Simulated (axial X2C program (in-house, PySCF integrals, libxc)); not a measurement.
Ionising SbTe

All values come from calculations with an in-house all-electron X2C program for linear molecules (integrals from PySCF), spin-free (one-electron X2C) or two-component (2c: spin–orbit coupling with atomic mean-field Coulomb and Gaunt terms, which also bring small scalar terms), in Dyall basis sets with cores contracted in-house; open shells are unrestricted.

Basis sets: Sb dyall-cv3z, Te dyall-cv3z.

```tsv
Hamiltonian	level	SbTe state	Re (Å)	ωe (cm⁻¹)	De (eV)
spin-free	HF	M_S = 1/2, Λ = 1	2.683	187.3	0.62
spin-free	PBE0	M_S = 1/2, Λ = 1	2.527	266.4	2.68
```

Adiabatic ionisation energy (minimum to minimum, no zero-point term) and constants of SbTe⁺:

| Hamiltonian | level | SbTe⁺ state | IE (eV) | Re (Å) | ωe (cm⁻¹) | De (eV) | fragments |
| --- | --- | --- | --- | --- | --- | --- | --- |
| spin-free | HF | M_S = 0, Λ = 0 | 7.48 | 2.414 | 338.1 | 0.86 | Te+ + Sb |
| spin-free | PBE0 | M_S = 0, Λ = 0 | 7.30 | 2.448 | 307.2 | 4.11 | Te+ + Sb |

Add the zero-point terms to the ionisation energy at PBE0, spin-free, and say whether the electron removed was bonding.

IE0 = IE + (ωe⁺ − ωe)/2 = 7.30 + (0.003) = 7.30 eV. Re changes by -0.079 Å, so the bond shortens, as on loss of an antibonding or a polarising non-bonding electron.

Close the cycle De(SbTe⁺) + IE(SbTe) = De(SbTe) + IE(Te) to find the atomic ionisation energy at PBE0, spin-free.

IE(Te) = 4.11 + 7.30 − 2.68 = 8.73 eV, for the determinants used.

Each entry is the lowest single determinant of a limited PBE0 search at one distance. De goes to single-determinant-based atoms at the same level (for ions the charge split of lowest energy) and is withheld (n/a) where an atom does not fit its ground term or J level. Main or longest-lived isotopes. One determinant is a doubtful description, or other states lie close, for SbTe; these need not be ground states, and all values refer to the states named. The functionals have no current term, which raises determinants with orbital currents.
